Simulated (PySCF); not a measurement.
C₂H₇Cl₂NSi, singlet, geometry from GFN2-xTB; DF-HF/pcseg-1 run with PySCF.

Here is a job for PySCF.
```python
from pyscf import gto, scf

mol = gto.Mole()
mol.atom = '''
    C    -2.09462953   -1.46491313   -0.76507009
    N    -1.24689979   -0.30241536   -0.92697025
    Si    0.23960704   -0.03323910   -0.11445618
    C     1.68781819   -1.18981930   -0.55624482
    Cl    0.74018854    1.87368989   -0.57698215
    Cl   -0.13868033   -0.23107622    1.86543420
    H    -1.85123766   -2.25402708   -1.48308771
    H    -1.96613093   -1.85930022    0.23971780
    H    -3.13924544   -1.18176351   -0.89751472
    H    -1.41663773    0.17424555   -1.79929739
    H     1.95420228   -1.10448776   -1.60613957
    H     1.43150563   -2.22799143   -0.36375368
    H     2.57657254   -0.96045858    0.02545783
'''
mol.basis = 'pcseg-1'
mol.verbose = 4
mol.max_memory = 1800
mol.build()

mf = scf.RHF(mol)
mf = mf.density_fit(auxbasis='def2-universal-jkfit')
mf.kernel()
```

Q: What does PySCF print? Leave out banner, timings and long lists.

A: 
```
PySCF version 2.14.0

[INPUT] verbose = 4
[INPUT] num. atoms = 13
[INPUT] num. electrons = 74
[INPUT] charge = 0
[INPUT] spin (= nelec alpha-beta = 2S) = 0
[INPUT] symmetry False subgroup None
[INPUT] Mole.unit = angstrom
[INPUT] Symbol           X                Y                Z      unit          X                Y                Z       unit  Magmom
[INPUT]  1 C     -2.094629530000  -1.464913130000  -0.765070090000 AA   -3.958276144126  -2.768284611979  -1.445772936196 Bohr   0.0
[INPUT]  2 N     -1.246899790000  -0.302415360000  -0.926970250000 AA   -2.356299107878  -0.571482206262  -1.751719898120 Bohr   0.0
[INPUT]  3 Si     0.239607040000  -0.033239100000  -0.114456180000 AA    0.452791683118  -0.062812795627  -0.216290833464 Bohr   0.0
[INPUT]  4 C      1.687818190000  -1.189819300000  -0.556244820000 AA    3.189514127159  -2.248432614722  -1.051150368008 Bohr   0.0
[INPUT]  5 Cl     0.740188540000   1.873689890000  -0.576982150000 AA    1.398753621142   3.540760734466  -1.090338242263 Bohr   0.0
[INPUT]  6 Cl    -0.138680330000  -0.231076220000   1.865434200000 AA   -0.262067842564  -0.436670769700   3.525159741397 Bohr   0.0
[INPUT]  7 H     -1.851237660000  -2.254027080000  -1.483087710000 AA   -3.498332168881  -4.259493858553  -2.802629590608 Bohr   0.0
[INPUT]  8 H     -1.966130930000  -1.859300220000   0.239717800000 AA   -3.715448982736  -3.513568199144   0.453000989183 Bohr   0.0
[INPUT]  9 H     -3.139245440000  -1.181763510000  -0.897514720000 AA   -5.932314119390  -2.233209377905  -1.696057013566 Bohr   0.0
[INPUT] 10 H     -1.416637730000   0.174245550000  -1.799297390000 AA   -2.677057327426   0.329276367924  -3.400179283745 Bohr   0.0
[INPUT] 11 H      1.954202280000  -1.104487760000  -1.606139570000 AA    3.692907101201  -2.087179374334  -3.035163905127 Bohr   0.0
[INPUT] 12 H      1.431505630000  -2.227991430000  -0.363753680000 AA    2.705153586473  -4.210293610578  -0.687394832003 Bohr   0.0
[INPUT] 13 H      2.576572540000  -0.960458580000   0.025457830000 AA    4.869016440675  -1.815003670189   0.048108326426 Bohr   0.0

nuclear repulsion = 463.231965567505
number of shells = 32
number of NR pGTOs = 256
number of NR cGTOs = 131
basis = pcseg-1
ecp = {}

******** <class 'pyscf.df.df_jk.DFRHF'> ********
method = DFRHF
initial guess = minao
damping factor = 0
level_shift factor = 0
DIIS = <class 'pyscf.scf.diis.CDIIS'>
diis_start_cycle = 1
diis_space = 8
diis_damp = 0
SCF conv_tol = 1e-09
SCF conv_tol_grad = None
SCF max_cycles = 50
direct_scf = False
Set gradient conv threshold to 3.16228e-05
Initial guess from minao.
******** <class 'pyscf.df.df.DF'> ********
auxbasis = def2-universal-jkfit
init E= -1343.01770005164
  HOMO = -0.247218984775573  LUMO = 0.0844315935600495  gap/eV = 9.02467
cycle= 1 E= -1342.14046081027  delta_E= 0.877  |g|= 0.452  |ddm|= 3.42
  HOMO = -0.41826913299196  LUMO = 0.119586374522144  gap/eV = 14.63579
cycle= 2 E= -1342.20289311128  delta_E= -0.0624  |g|= 0.171  |ddm|= 0.79
  HOMO = -0.388276718068529  LUMO = 0.140262790656303  gap/eV = 14.38229
cycle= 3 E= -1342.21164003065  delta_E= -0.00875  |g|= 0.0452  |ddm|= 0.241
  HOMO = -0.39238927040937  LUMO = 0.140383318437267  gap/eV = 14.49748
cycle= 4 E= -1342.21246338028  delta_E= -0.000823  |g|= 0.00665  |ddm|= 0.0838
  HOMO = -0.392389466443901  LUMO = 0.140367343445459  gap/eV = 14.49705
cycle= 5 E= -1342.21248469899  delta_E= -2.13e-05  |g|= 0.00218  |ddm|= 0.0121
  HOMO = -0.392579327033194  LUMO = 0.140325910014869  gap/eV = 14.50109
cycle= 6 E= -1342.21248720699  delta_E= -2.51e-06  |g|= 0.00059  |ddm|= 0.00459
  HOMO = -0.392532030327811  LUMO = 0.140345791941126  gap/eV = 14.50034
cycle= 7 E= -1342.21248742352  delta_E= -2.17e-07  |g|= 0.000161  |ddm|= 0.00139
  HOMO = -0.39254405422585  LUMO = 0.140348504189113  gap/eV = 14.50075
cycle= 8 E= -1342.21248744137  delta_E= -1.78e-08  |g|= 4.67e-05  |ddm|= 0.000461
  HOMO = -0.392530903714893  LUMO = 0.140349954334655  gap/eV = 14.50043
cycle= 9 E= -1342.21248744239  delta_E= -1.02e-09  |g|= 1.6e-05  |ddm|= 0.000102
  HOMO = -0.392534149994238  LUMO = 0.140349833172944  gap/eV = 14.50051
cycle= 10 E= -1342.21248744251  delta_E= -1.21e-10  |g|= 4.02e-06  |ddm|= 3.24e-05
  HOMO = -0.392533258036233  LUMO = 0.140350026543348  gap/eV = 14.50049
Extra cycle  E= -1342.21248744252  delta_E= -1e-11  |g|= 1.85e-06  |ddm|= 8.18e-06
converged SCF energy = -1342.21248744252
```
